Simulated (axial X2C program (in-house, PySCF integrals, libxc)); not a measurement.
## IrNC: the levels of the configuration d8 s0

Computed with an in-house all-electron X2C program for linear molecules (integrals from PySCF): two-component X2C with atomic mean-field Coulomb and Gaunt terms, basis Ir dyall-v3z, N dyall-av3z, C dyall-v3z (cores contracted in-house). Orbitals come from Hartree–Fock averaged over the configuration Ir d8 s0; CI then distributes these electrons over the d, s shells of Ir.

Ir–N–C held linear, bonds 1.952 and 1.170 Å (the second held) (near the minimum of the configuration average).

Active spinors (ω > 0):

| shell | ω | ε (eV) | character |
| --- | --- | --- | --- |
| d | 3/2 | -9.90 | 97% Ir d |
| d | 1/2 | -9.62 | 88% Ir d |
| d | 5/2 | -8.69 | 99% Ir d |
| d | 3/2 | -8.66 | 92% Ir d |
| d | 1/2 | -7.92 | 64% Ir d, 24% Ir s, 6% N p |
| s | 1/2 | 2.39 | 53% Ir s, 27% N p, 10% Ir p |

Lowest levels of this model:

```csv
Ω,energy (cm⁻¹),g∥,μ (D),configuration
3,0,7.69,-6.86,100% d8
4,156,9.93,-6.76,100% d8
2,765,4.69,-6.83,100% d8
1,1538,2.11,-6.78,100% d8
0,1837,0.00,-6.77,100% d8
0,3828,0.00,-6.85,100% d8
1,4740,1.71,-6.79,100% d8
3,6809,6.31,-6.75,100% d8
2,7404,5.08,-6.72,100% d8
1,8155,2.59,-6.71,100% d8
0,8388,0.00,-6.69,100% d8
2,9698,3.02,-6.81,100% d8
1,12404,2.19,-6.77,100% d8
2,13097,5.09,-6.71,100% d8
0,15047,0.00,-6.67,100% d8
0,16561,0.00,-6.82,100% d8
0,16835,0.00,-6.59,100% d8
0,17140,0.00,-6.67,100% d8
4,18869,8.08,-6.98,100% d8
3,21102,6.03,-6.76,100% d8
0,23553,0.00,-6.71,100% d8
```

g∥ is the magnitude of 2⟨Lz + ge Sz⟩ for the +Ω component. μ is positive if the C end is positive.

Question: From Ω and g∥ of the lowest level, whose 2⟨Lz + ge Sz⟩ is positive, find ⟨Sz⟩ and ⟨Lz⟩ (ge = 2.0023).

Answer: Ω = ⟨Lz⟩ + ⟨Sz⟩ = 3 and ⟨Lz⟩ + ge⟨Sz⟩ = 3.845, so ⟨Sz⟩ = 0.84 and ⟨Lz⟩ = 2.16.

Occupations of the active spinors in the lowest level by ω, shell by shell in order of energy: -5/2: 0.03; -3/2: 0.97 0.97; -1/2: 1.00 0.03 0.00; 1/2: 1.00 1.00 0.00; 3/2: 1.00 1.00; 5/2: 1.00. The leading determinant has weight 0.97 among 39.

This point took 5.2 s on 1 thread of Arm Neoverse V1, with other jobs on the host.

Dynamic correlation is missing, so gaps between terms are too wide and other configurations may lie lower; the lowest level listed is that of this model, not necessarily the ground state. For d shells the ligand-field splittings (σ, π, δ) and their order can be off by a thousand cm⁻¹ or more. At most 4 roots were kept for each Ω > 0 (twice that for Ω = 0) within 3.2 eV of the lowest, so higher up levels can be missing between those listed; levels with Ω > 0 are doubly degenerate and listed once, Ω = 0 levels singly. Some active spinors are only partly of the character that their shell is named for, so the shell names and counts are nominal. States that fill the shells left empty in the average are placed too high. The molecule was held linear; bending was not examined.
